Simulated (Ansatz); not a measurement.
Al2P2⁻ (the lowest doublet isomer of a short search). The state is a doublet with charge -1. Geometry B3LYP-D4/def2-TZVPD, basis def2-TZVPD, Ansatz.

```xyz
4

Al    1.9620    0.6568    0.3312
Al   -2.0910   -0.1284   -0.0394
P     0.0500    0.2696   -1.1170
P     0.0791   -0.7981    0.8252
```

```
run  HOMO (eV)  LUMO (eV)
  A      -1.64       2.55
  B      -0.54       1.27
  C      -2.90       3.44
  D       0.01       0.59
  E      -1.16       1.76
  F      -0.61       1.48
```

B3LYP takes the VWN-RPA correlation. HSE06 is defined as in plane-wave codes, on full-range PBE exchange. The structure comes from a short search, and lower isomers may exist.

HOMO and LUMO are taken over both spins.

Task: The runs used B3LYP, BHLYP, HSE06, LDA (SPW92), r2SCAN0, ωB97X-V. Estimate which is which.

Result: A BHLYP (50 % exact exchange); B HSE06 (range-separated); C ωB97X-V (range-separated); D LDA (SPW92) (0 % exact exchange); E r2SCAN0 (25 % exact exchange); F B3LYP (20 % exact exchange). Exact exchange lowers occupied and raises empty levels; among semilocal functionals meta-GGAs tend to open the gap a little, and such runs are hard to tell apart. The gap grows from 0.58 eV (LDA (SPW92)) to 6.34 eV (ωB97X-V). At LDA (SPW92)/def2-TZVPD the highest occupied level of the charge -1 doublet lies above zero (up to 0.01 eV). It is a level of α spin, whose loss leaves a singlet; that state wasn't run at this geometry and level. The electron is either unbound and held by the finite basis, or the level is raised by self-interaction error.
